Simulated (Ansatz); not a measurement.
Ansatz (a quantum-chemistry and plane-wave program) input (MP2/6-311+G**): The .json file is the Basis Set Exchange's 6-311+G**.

Ansatz 0.2 input:
```yaml
crystal:
  periodic: [false, false, false]
  atoms:
    - {symbol: N, position_ang: [-0.84752100, 1.38383100, -0.56316800]}
    - {symbol: Si, position_ang: [-0.00111600, 0.00444000, -0.01389700]}
    - {symbol: N, position_ang: [-1.19672300, -1.18325300, 0.27320200]}
    - {symbol: N, position_ang: [0.91959400, -0.01285600, 1.44334100]}
    - {symbol: O, position_ang: [1.10504600, -0.19367900, -1.22963900]}
    - {symbol: H, position_ang: [-1.61422600, 1.77852300, -0.04583400]}
    - {symbol: H, position_ang: [-0.39944400, 2.05702400, -1.16188100]}
    - {symbol: H, position_ang: [-0.97872700, -2.04037000, 0.75405500]}
    - {symbol: H, position_ang: [-1.96722500, -1.29212500, -0.36554600]}
    - {symbol: H, position_ang: [1.76720800, 0.52983400, 1.50298400]}
    - {symbol: H, position_ang: [0.44190800, -0.02498300, 2.33113200]}
    - {symbol: H, position_ang: [1.79831500, -0.83468600, -1.05686400]}
basis:
  gaussian:
    orbitals: 6-311+G__.json
total_charge: 1
magnetization: {spin_polarized: true, initial_magnetization: 1}
correlation: {method: mp2, electrons: outside_noble_gas}
```

Output:

```
Functional definition: HF
integrals: 0.22 GiB planned
1255 factors; integrals over basis functions are off by at most 1.2e-3 eV
mean field: 0.69 GiB planned
mean field evaluation 1: about -14443.9246 eV, gradient 4.9e1 eV
mean field evaluation 2: about -14443.9273 eV, gradient 4.9e1 eV
mean field evaluation 4: about -14453.1157 eV, gradient 3.8e0 eV
mean field evaluation 8: about -14453.3247 eV, gradient 5.8e-1 eV
mean field evaluation 16: about -14453.5916 eV, gradient 2.3e-3 eV
mean field evaluation 32: about -14451.8060 eV, gradient 3.7e-1 eV
mean field -14453.59161991 eV, -531.1596950353 hartree, gradient 5.1e-6 eV, S^2 0.764477; 4 other end points of the search recorded, 0 dependent functions left out
9 core orbitals not correlated
reference -14453.59161991 eV, -531.1596950353 hartree; 16, 15 occupied and 136, 137 virtual orbitals, 1255 factors
second order -22.03591713 eV of doubles, -0.00000000 eV of singles
Total energy: -14475.62753703 eV, -531.9695000532 hartree
```

The dipole moment of an ion depends on the origin.

The geometry given is a B3LYP-D3(BJ)/def2-TZVP minimum of the species of charge 0 and multiplicity 1, not of this state.
